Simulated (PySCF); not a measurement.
All of these have the formula C5H3ClOS. Computed, not measured: PySCF 2.14.0, density-fitted response routines, TDDFT CAM-B3LYP/def2-SVPD, vertical, gas phase, core orbitals frozen in the response. Geometries: GFN2-xTB; one conformer of each isolated species. Triplets are in the Tamm–Dancoff approximation.

A. `C(=C(Cl)C(=O)C=C)=S`
B. `O=C(Cl)c1ccsc1`
C. `s1cccc1C(=O)Cl`

Lowest singlet levels (six at most, fewer where fewer were computed) with oscillator strengths:

1. 265 nm (f 0.000); 260 nm (f 0.221); 243 nm (f 0.125); 206 nm (f 0.000); 196 nm (f 0.021); 188 nm (f 0.000); T1 3.17 eV
2. 261 nm (f 0.000); 244 nm (f 0.021); 230 nm (f 0.260); 201 nm (f 0.000); 192 nm (f 0.188); 190 nm (f 0.093); T1 3.54 eV
3. 582 nm (f 0.000); 333 nm (f 0.000); 298 nm (f 0.071); 285 nm (f 0.153); 241 nm (f 0.000); 226 nm (f 0.000); T1 1.81 eV

Task: Which spectrum belongs to which structure?

Result: 1 = C, 2 = B, 3 = A.
- A: S1 at 2.13 eV, HOMO→LUMO (98%); Löwdin shares by element: HOMO carbon 39% or more, sulfur 33%, chlorine 17%; LUMO carbon 45% or more, sulfur 40%, chlorine 11%; HOMO -8.25 and LUMO -2.12 eV; point group Cs, 4 of its 6 listed states under f = 0.0005.
- B: S1 at 4.75 eV, HOMO-2→LUMO (86%); Löwdin shares by element: HOMO carbon 83% or more (atoms not listed hold the other 17%); LUMO carbon 43% or more, oxygen 19%, sulfur 14% (atoms not listed hold the other 23%); HOMO -9.04 and LUMO -1.08 eV; point group Cs, 2 of its 6 listed states under f = 0.0005.
- C: S1 at 4.68 eV, HOMO-2→LUMO (87%); Löwdin shares by element: HOMO carbon 76% or more (atoms not listed hold the other 24%); LUMO carbon 47% or more, oxygen 15% (atoms not listed hold the other 38%); HOMO -9.02 and LUMO -1.43 eV; point group Cs, 3 of its 6 listed states under f = 0.0005.
B and C have S1 within 0.07 eV of each other; their strongest listed levels stand at 5.39 eV (f 0.260) and 4.77 eV (f 0.221).
